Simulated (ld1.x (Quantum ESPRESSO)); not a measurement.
# u(r) = r·R(r): atom against pseudo-atom (antimony)

Columns: radius, all-electron u(r) and pseudo u(r) of the 5p shell (level -4.98 eV) of antimony in the configuration [Ar] 3d10 4s2 4p6 4d10 5s1.75 5p3.25; PBE, scalar-relativistic, PAW scheme, ld1.x (Quantum ESPRESSO) 7.5.

| r (bohr) | all-electron | pseudo |
| --- | --- | --- |
| 0.085 | 0.0994 | 0.0286 |
| 0.170 | -0.1126 | 0.1073 |
| 0.255 | -0.1781 | 0.2166 |
| 0.340 | -0.0767 | 0.3300 |
| 0.425 | 0.0758 | 0.4214 |
| 0.510 | 0.2016 | 0.4712 |
| 0.595 | 0.2722 | 0.4709 |
| 0.680 | 0.2862 | 0.4235 |
| 0.765 | 0.2550 | 0.3409 |
| 0.850 | 0.1926 | 0.2386 |
| 0.935 | 0.1118 | 0.1310 |
| 1.020 | 0.0225 | 0.0277 |
| 1.105 | -0.0684 | -0.0679 |
| 1.190 | -0.1562 | -0.1562 |
| 1.275 | -0.2380 | -0.2380 |
| 1.360 | -0.3122 | -0.3122 |
| 1.445 | -0.3781 | -0.3781 |
| 1.530 | -0.4355 | -0.4355 |
| 1.615 | -0.4848 | -0.4848 |
| 1.700 | -0.5262 | -0.5262 |
| 1.785 | -0.5605 | -0.5605 |
| 1.870 | -0.5881 | -0.5881 |
| 1.955 | -0.6097 | -0.6097 |
| 2.040 | -0.6259 | -0.6259 |
| 2.125 | -0.6373 | -0.6373 |
| 2.210 | -0.6444 | -0.6444 |

(1) How many radial nodes do the two functions have?

(2) At about which radius was the pseudo-wave matched?

(3) Is the pseudo-wave norm-conserving?

Answers

(1) The all-electron 5p function has n − l − 1 = 3; the pseudo-wave has 1, since 1 lower shell of the same l stays in the valence.

(2) 1.25 bohr, where the columns begin to agree (steps of 0.09 bohr).

(3) No, it belongs to a PAW set: the norm inside the radius is not constrained, and the difference is carried by the augmentation charge.
